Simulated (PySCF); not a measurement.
**Löwdin shares of the frontier orbitals**

Species: C3H6ClNSi.
Atom-mapped SMILES: `[CH3:1][Si@@H:2]([Cl:3])[CH2:4][C:5]#[N:6]` (hydrogens: H7, H8, H9 on C1; H10 on Si2; H11, H12 on C4)

Computed, not measured: TDDFT CAM-B3LYP/def2-SVPD, vertical, gas phase, core orbitals frozen in the response in PySCF. Isolated species at its GFN2-xTB geometry (one conformer only). Torsions of this conformer, `[CH3:1][Si@@H:2]([Cl:3])[CH2:4][C:5]#[N:6]`: C1–Si2–C4–C5 59°.

Kohn–Sham orbitals with the atoms that hold most of them (Löwdin shares over 4%, at most four atoms; ? is withheld):

| orbital | ε (eV) | atoms |
| --- | --- | --- |
| LUMO+2 | 1.32 | Si2 19%, Cl3 16%, C1 12%, H10 12% |
| LUMO+1 | 1.01 | Cl3 41%, Si2 22%, H10 8%, C5 6% |
| LUMO | ? | ? |
| HOMO | -10.19 | N6 23%, Cl3 20%, C4 18%, C5 15% |
| HOMO-1 | -10.61 | ? |
| HOMO-2 | -11.03 | N6 46%, C5 35%, C4 10% |
| HOMO-3 | -11.36 | Cl3 57%, N6 17%, C5 13%, Si2 6% |

Question: Give the leading atoms of the LUMO.

Answer: Si2 (bonded to 2 C, Cl and H) 20%; C5 (bonded to C and N) 14%; C4 (bonded to C, Si and 2 H) 13%; Cl3 (bonded to Si) 10%. By element: carbon 26% or more, silicon 20%, chlorine 10%.

Question: Which atoms hold the HOMO-1, and with what shares?

Answer: Cl3 (bonded to Si) 48%; Si2 (bonded to 2 C, Cl and H) 17%; C1 (bonded to Si and 3 H) 15%; H10 (bonded to Si) 11%.

Question: What is the LUMO energy, and the HOMO–LUMO gap?

Answer: ε(LUMO) = 0.92 eV; the gap is 11.11 eV (0.4082 hartree).

Question: How does S1 compare with the orbital gap of 11.11 eV?

Answer: S1 is at 7.61 eV (f = 0.0050), 3.50 eV below the gap, made of HOMO→LUMO+5 (35%), HOMO→LUMO+1 (14%). Without the coupling terms of the response equations the lowest excitation would equal the gap.

Next come S2 at 7.76 eV (f 0.039), HOMO→LUMO+1 (37%), HOMO-2→LUMO+5 (12%), HOMO→LUMO (12%); S3 at 8.01 eV (f 0.0012), HOMO-2→LUMO+1 (24%), HOMO-2→LUMO+4 (20%), HOMO-2→LUMO (10%); S4 at 8.11 eV (f 0.014), HOMO-1→LUMO+1 (82%); S5 at 8.22 eV (f 0.038), HOMO→LUMO (58%), HOMO→LUMO+2 (19%).
